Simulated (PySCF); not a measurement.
Isomers of C6H12Ge, from PBE0-D3(BJ)/def2-SVP geometry optimisation, gas phase in PySCF. One conformer each, no zero-point energy, no frequencies.

**Question.** Which isomer lies lowest at this level?
A. Ge(eta1-allyl)2H2 (`C=C[CH2][GeH2][CH2]C=C`): A = 7967, B = 700.6, C = 688.4 MHz, dipole 0.79 D
B. `[CH2:1]1[CH2:2][C@H:3]([CH:4]2[CH2:5][CH2:6]2)[GeH2:7]1` with C2–C3–C4–C5 -151°, Ge7–C1–C2–C3 19°, C1–C2–C3–C4 101°, C3–C4–C5–C6 113°, C2–C3–Ge7–C1 15°: A = 2941, B = 1396, C = 1161 MHz, dipole 0.46 D
C. `[CH3:1][CH:2]([CH3:3])[CH2:4][C:5]#[C:6][GeH3:7]` with C1–C2–C4–C5 63°: A = 4108, B = 545.4, C = 542.6 MHz, dipole 1.08 D
D. Ge(vinyl)2Me2, `C=[CH][Ge]([CH3])([CH3])[CH]=C`: A = 1991, B = 1667, C = 1324 MHz, dipole 0.17 D
E. `[CH2:1]=[C:2]([CH2:3][GeH3:4])[CH:5]1[CH2:6][CH2:7]1` with C1–C2–C3–Ge4 -112°, C1–C2–C5–C6 83°: A = 3044, B = 1001, C = 828.0 MHz, dipole 0.56 D
F. `[CH2:1]=[C:2]([CH3:3])[C@@H:4]1[CH2:5][C@@H:6]1[GeH3:7]` with C1–C2–C4–C5 -13°: A = 2551, B = 1163, C = 1008 MHz, dipole 0.99 D

**Answer.** D. That is Ge(vinyl)2Me2 (`C=[CH][Ge]([CH3])([CH3])[CH]=C`), 5.8 kcal/mol below the next.

| SMILES | mapped SMILES | E (Eh) | relative (kcal/mol) | relative (kJ/mol) | dipole (D) |
| --- | --- | --- | --- | --- | --- |
| C=[CH][Ge]([CH3])([CH3])[CH]=C | – | -2311.85381 | 0.0 | 0.0 | 0.17 |
| [CH2]1C[C@H](C2CC2)[GeH2]1 | [CH2:1]1[CH2:2][C@H:3]([CH:4]2[CH2:5][CH2:6]2)[GeH2:7]1 | -2311.84455 | 5.8 | 24.3 | 0.46 |
| [H][Ge]([H])([CH2]C=C)[CH2]C=C | – | -2311.84399 | 6.2 | 25.8 | 0.79 |
| C=C(C)[C@@H]1C[C@@H]1[GeH3] | [CH2:1]=[C:2]([CH3:3])[C@@H:4]1[CH2:5][C@@H:6]1[GeH3:7] | -2311.84284 | 6.9 | 28.8 | 0.99 |
| C=C([CH2][GeH3])C1CC1 | [CH2:1]=[C:2]([CH2:3][GeH3:4])[CH:5]1[CH2:6][CH2:7]1 | -2311.84219 | 7.3 | 30.5 | 0.56 |
| CC(C)CC#[C][GeH3] | [CH3:1][CH:2]([CH3:3])[CH2:4][C:5]#[C:6][GeH3:7] | -2311.83396 | 12.5 | 52.1 | 1.08 |
